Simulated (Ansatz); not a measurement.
A nudged elastic band was laid between two geometries of F2H2OSSi (7 atoms, charge 0, multiplicity 1).

These are results of Ansatz 0.2.0, UKS BHLYP/def2-SVP, not measurements.

* movable images: 5
* climbing image: yes
* spring: 5.0 eV/Å²
* optimiser: quadratic models (default)
* start path: through a guess of the saddle point
* force threshold: 0.05 eV/Å
* iteration limit: 60
* end points: relaxed

Image 0:

```xyz
7
Properties=species:S:1:pos:R:3
Si -0.157 0.127 0.466
S 1.621 -0.872 -0.062
O -1.211 0.331 -0.748
H -1.491 -0.414 -1.273
F 0.116 1.589 1.030
F -0.786 -0.737 1.649
H 1.908 -0.024 -1.061
```

Image 6:

```xyz
7
Properties=species:S:1:pos:R:3
Si -0.658 0.397 0.665
S 0.915 -0.984 -0.614
O -1.780 0.648 -0.309
H 0.103 -0.983 -1.685
F 0.473 1.453 1.070
F -0.715 -0.573 1.928
H 1.662 0.042 -1.055
```

Task: What changes between the two ends?

Result: Bonds broken: O3–H4. Bonds formed: S2–H4.

Task: Give the energies along the band, and the barrier.

Result: It converged. The highest image is number 4 of 0 to 6, 2.60 eV above the first end and 0.25 eV above the last; the last end lies 2.35 eV above the first. Neighbouring images differ by up to 1.3 eV, so the band resolves the path poorly. A vibrational analysis at the climbing image gives one clearly imaginary mode, 844i cm⁻¹: a first-order saddle point. The orbitals stay closed-shell, which can raise the energy where a bond breaks towards radicals; this wasn't checked here.

```csv
image,path coordinate (Å),energy (eV),O3–H4 (Å),S2–H4 (Å)
0,0.00,0.00,0.95,3.37
1,0.46,0.04,0.95,3.00
2,0.92,0.31,0.96,2.47
3,1.39,1.34,1.09,1.89
4,1.85,2.60,1.61,1.46
5,2.32,2.42,2.22,1.35
6,2.79,2.35,2.85,1.34
```

Task: What is the geometry of the highest image?

Result: 
```xyz
7
Properties=species:S:1:pos:R:3
Si -0.530 0.268 0.595
S 1.013 -1.002 -0.643
O -1.454 0.281 -0.632
H -0.237 -0.573 -1.256
F 0.304 1.529 1.087
F -0.809 -0.567 1.916
H 1.713 0.064 -1.067
```

The band took 9 iterations and about 5 core-minutes.

Time of the run: 2.3 min on 2 threads of Arm Neoverse V1 (shared host), peak memory 0.26 GiB.
